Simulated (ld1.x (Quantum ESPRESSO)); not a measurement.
**Configuration tests for aluminium (Al) (ultrasoft)**

```
Element                 : Al (Z = 13)
Generator               : ld1.x (Quantum ESPRESSO) 7.5
Type                    : ultrasoft
Functional              : PBEsol
Relativity              : scalar-relativistic
Frozen core             : [Ne]
Valence charge          : 3
Reference configuration : 3s2 3p0 (charge +1)
Partial waves           : 3s (bound): rcut 1.75, rcutus 2.15 bohr; 3s channel at -0.75 Ry: rcut 1.75, rcutus 2.15 bohr; 3p (bound, empty): rcut 1.65, rcutus 2.05 bohr; 3p channel at -0.25 Ry: rcut 1.65, rcutus 2.05 bohr; 3d channel at 0.05 Ry: rcut 2.05, rcutus 2.15 bohr; 3d channel at 0.8 Ry: rcut 2.05, rcutus 2.15 bohr
Local potential         : all-electron potential smoothed inside 2.10 bohr (lloc = -2)
Core correction         : none
Augmentation charge     : PSQ, inside the norm-conserving radii
```

Energies are relative to the spin-unpolarised reference configuration 3s2 3p0; without spin polarisation the order of configurations can differ from experiment.

```
valence configuration  charge  ΔE all-electron (eV)  error AE − PS (meV)
              3s2 3p1       0                -5.736                 -0.7
              3s1 3p0      +2                19.170                 +9.4
            3s2 3p0.5    +0.5                -3.662                 -0.2
              3s1 3p1      +1                 5.791                  +10
              3s1 3p2       0                -0.617                 +9.9
```

(1) What are ΔE and the potential's error for 3s0 3p3?

(2) What are ΔE and the potential's error for 3s2 3p1.3?

Levels in the configuration 3s1 3p0:

```tsv
level	all-electron (eV)	pseudo (eV)
3s	-23.650	-23.613
```

Results:

(1) ΔE = 4.669 eV all-electron; the error (AE − PS) is +42 meV.

(2) ΔE = -6.304 eV all-electron; the error (AE − PS) is -1.0 meV.

ld1.x printed “convergence not achieved” for 1 of the counted tests; its residual had stalled under 1e-8, short of the target of 1e-14.
